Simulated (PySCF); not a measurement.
## r2SCANh on Hf⁻ (hafnium, charge -1)

Configuration: [Xe] 4f14 5d3 6s2, high-spin 4F determinant. Calculation: PySCF 2.14, in def2-QZVPPD with the def2 core potential (60 electrons) (7s6p4d3f2g, 84 functions); scalar relativity through the core potential.

```json
{
 "Total energy": "-47.8559 hartree",
 "One-electron energy": "-81.8049 hartree",
 "Hartree (Coulomb) energy": "39.9924 hartree",
 "Exchange-correlation energy": "-6.0434 hartree",
 "⟨S²⟩": "3.8117",
 "⟨L²⟩": "12.030",
 "Sum of ⟨r⟩": "27.51 bohr",
 "Sum of ⟨r²⟩": "86.93 bohr²"
}
```

| shell | electrons | mean orbital energy (eV) | rms radius, mean of both spins (bohr) |
| --- | --- | --- | --- |
| 5s α | 1 | -60.338 | 1.23 |
| 5s β | 1 | -59.172 | 1.23 |
| 5p α | 3 | -29.018 | 1.47 |
| 5p β | 3 | -27.364 | 1.47 |
| 6s α | 1 | -0.424 | 4.60 |
| 6s β | 1 | 0.789 | 4.60 |
| 5d α | 3 | 2.094 | 3.08 |

Energies and moments cover only the electrons outside the core potential. Spin-orbit coupling, absent here, splits the open shell strongly. ⟨S²⟩ = 3.81 against 3.75 shows spin contamination. The configuration of this anion was assumed by filling the next shell in order. It is not the known or likely ground configuration (Ca⁻, Sr⁻ and Ba⁻, for instance, bind a p electron), so these values are not the electron affinity of the element. At r2SCANh the highest occupied level has a positive energy, so only the finite basis holds that electron.
